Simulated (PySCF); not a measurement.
**Vertical excitation energies**

Compound: C4H11NOSi2.
Geometry (PBE0-D3(BJ)/def2-SVP, Å), atoms numbered from 1 in this order:
```xyz
19
C4H11NOSi2 angstrom
C      3.1287    0.3816    0.9200
C      1.9717   -0.3336    0.2680
O      1.9351   -1.5419    0.1190
N      0.9308    0.4376   -0.1695
Si    -0.4368   -0.3880   -0.9424
C     -1.8165    0.9108   -1.0587
Si    -2.4858    0.1875    0.5742
C     -1.4428   -1.3796    0.3121
H      2.7837    0.9934    1.7676
H      3.6172    1.0547    0.1982
H      3.8550   -0.3594    1.2727
H      0.9740    1.4417   -0.0413
H      0.0033   -1.0556   -2.2003
H     -1.5636    1.9790   -1.1229
H     -2.5077    0.6747   -1.8861
H     -2.0460    0.9837    1.7620
H     -3.9683   -0.0019    0.6499
H     -0.8977   -1.8375    1.1483
H     -2.0348   -2.1649   -0.1887
```

Theory: TDDFT B3LYP/def2-SVPD, vertical, gas phase, core orbitals frozen in the response (PySCF).

What does the calculation give for the low-lying excited states?

```
state  E (eV)  λ (nm)       f  main configurations (H = HOMO, L = LUMO)
   S1    5.50   225.4  0.0006                    H→L (63%), H-1→L (20%)
   S2    6.34   195.7   0.029       H-1→L (50%), H→L (18%), H→L+1 (12%)
   S3    6.46   192.1   0.022   H→L+1 (68%), H-1→L (14%), H-1→L+1 (11%)
   S4    6.52   190.1  0.0044   H-1→L+1 (42%), H→L+2 (38%), H→L+1 (10%)
   S5    6.64   186.7  0.0062                H→L+2 (38%), H-1→L+1 (35%)
   S6    6.79   182.6   0.023              H-1→L+2 (65%), H-2→L+1 (11%)
   S7    6.91   179.5   0.110                               H-2→L (77%)
   S8    6.94   178.6  0.0021                H→L+3 (51%), H-1→L+3 (32%)
   S9    7.00   177.2   0.019              H-2→L+1 (68%), H-1→L+2 (13%)
  S10    7.17   172.9  0.0092   H-2→L+2 (53%), H→L+4 (24%), H-3→L (10%)
```

Triplets (Tamm–Dancoff): T1 5.04 eV, H→L (60%), H-1→L (20%); T2 5.43 eV, H-1→L (34%), H-2→L (26%), H→L (10%); T3 6.21 eV, H-1→L+1 (16%), H→L+1 (15%), H-1→L (15%); T4 6.35 eV, H→L+1 (45%), H-1→L+1 (13%), H-1→L (8%).

The lowest singlet lies at 5.50 eV (225 nm, ultraviolet) and is very weak; its leading configuration is HOMO→LUMO (63%). The strongest level in the table is S7 at 6.91 eV (179 nm, f = 0.110). Löwdin shares by element: HOMO oxygen 49%, carbon 18% or more, nitrogen 9% (atoms not listed hold the other 24%); LUMO carbon 24% or more, oxygen 20%, nitrogen 8%, silicon 8% or more (atoms not listed hold the other 40%). Weighted by f, the mean energy of these states is 6.78 eV. The oscillator strengths of these states sum to 0.226; summed over the whole spectrum of an exact calculation they would give the number of electrons, 78 (Thomas–Reiche–Kuhn). Orbital energies (eV): HOMO-3 -8.32, HOMO-2 -7.89, HOMO-1 -7.46, HOMO -7.31, LUMO -0.21, LUMO+1 -0.06, LUMO+2 0.16. No computed singlet lies in the visible range (380 to 750 nm); the lowest, at 225 nm, stands 2.24 eV above its violet end (3.26 eV). All these states lie below the vertical ionisation energy of 9.16 eV (ΔSCF). Singlets were solved by full linear response, triplets in the Tamm–Dancoff approximation.

Hardware: one thread of an Arm Neoverse V1 (shared host). Cost: 7.8 min, 1.0 GiB resident at most.

One conformer stands for the species.
